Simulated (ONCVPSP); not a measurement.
chromium: one change to an ONCV potential, before and after

* Element: Cr (Z = 24)
* Generator: ONCVPSP 4.0.1
* Type: optimised norm-conserving Vanderbilt (ONCV)
* Functional: PBE
* Relativity: scalar-relativistic
* Frozen core: [Ar]
* Valence charge: 6
* Reference configuration: 3d5 4s1
* Partial waves: 4s: rc 2.35 bohr, ncon 4, nbas 8, qcut 3 1/bohr, 3 projectors, debl 2.5 Ha; p scattering state at 0.11 Ha: rc 2.30 bohr, ncon 3, nbas 6, qcut 4.3 1/bohr, 2 projectors, debl 0.5 Ha; 3d: rc 1.20 bohr, ncon 5, nbas 9, qcut 14.2 1/bohr, 2 projectors, debl 3.6 Ha
* Local potential: polynomial inside 0.75 bohr (lpopt 5, dvloc0 1 Ha)
* Core correction: Teter function, fcfact 4.75, rcfact 1.65

All-electron outer shells of the reference configuration (PBE, scalar-relativistic, ld1.x):

```tsv
shell	level (eV)	outermost node (bohr)	outermost maximum (bohr)
3p	-45.44	0.33	0.80
4s	-4.01	1.12	2.74
3d	-2.91	–	0.84
```

Change: s: rc 2.98.

Cutoffs: the cutoffs (Ha) at which the residual kinetic energy of the hardest occupied pseudo-wave falls to 1 and 0.1 mHa per electron; they do not see the model core or the augmentation charge, which bear on the density cutoff. Errors are all-electron minus pseudo energies relative to the spin-unpolarised reference configuration.

Problem. What does the change do?

Solution. The potential gets neither clearly harder nor softer (71 Ha and 83 Ha → 71 Ha and 83 Ha); both files keep a bound ghost (p, s); the errors of the 3 common tests hardly move.

| quantity | base | changed |
| --- | --- | --- |
| cutoff, loose | 71 Ha | 71 Ha |
| cutoff, tight | 83 Ha | 83 Ha |
| loose cutoff by channel | s 3.3 Ha, d 71 Ha | s 3.0 Ha, d 71 Ha |
| bound ghosts | s, p | s, p |
| GHOST(+) flags under 300 eV | s at 193.9 eV | s at 178.9 eV |
| tests with a reliable result | 3 of 4 | 3 of 4 |
| error for 3d5 4s0, meV [ΔE 6.90 eV] | -113 | -113 |
| error for 3d4 4s0, meV [ΔE 22.95 eV] | -354 | -365 |
| error for 3d4 4s2, meV [ΔE -0.10 eV] | -143 | -129 |
| p: phases at 2.34 bohr within 0.05 rad from the reference energy up to (Ha; the scan ends near 5) | 3.1 | 3.1 |
| d: phases at 1.22 bohr within 0.05 rad from the reference energy up to (Ha; the scan ends near 5) | to the end of the scan | to the end of the scan |
| rms error of d²Exc/dni dnj with the model core, mHa | 5.48 | 5.49 |

 A true bound ghost makes a file unfit for plane-wave use even where its test errors are small: the radial tests pick states by their node count and pass the ghost by.
